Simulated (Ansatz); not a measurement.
Frontier orbitals of CH4SSeSi, SMILES `[SiH3]C(S)=[Se]`.

```xyz
8

Si    0.831    0.049    0.547
C    -0.696    0.482   -0.467
S    -1.718   -0.728   -1.115
Se   -1.023    2.210   -0.729
H     0.709    0.678    1.882
H     0.930   -1.431    0.700
H     2.028    0.551   -0.166
H    -1.062   -1.811   -0.651
```

Total charge 0; spin multiplicity 1. Correlated methods include outer-core shells of Se, which these sets cover unevenly. Scalar relativity is left out up to krypton. The geometry is a stationary point of PBE0-D4/def2-TZVP. It is one conformer, not always the lowest. Basis def2-TZVPP, Ansatz 0.2.0.

```tsv
functional	HOMO (eV)	LUMO (eV)	gap (eV)
PBE	-5.22	-3.54	1.68
PBE0	-6.32	-2.80	3.52
r2SCANh	-5.84	-3.23	2.61
ωB97X-V	-8.58	-0.79	7.79
ωB97M-V	-8.44	-0.82	7.62
HF	-8.77	0.50	9.27
```

From PBE to PBE0 the HOMO moves by −1.10 eV and the LUMO by +0.74 eV, and with ωB97M-V by −3.22 and +2.72 eV, so the gap grows from 1.68 to 7.62 eV with exact exchange.
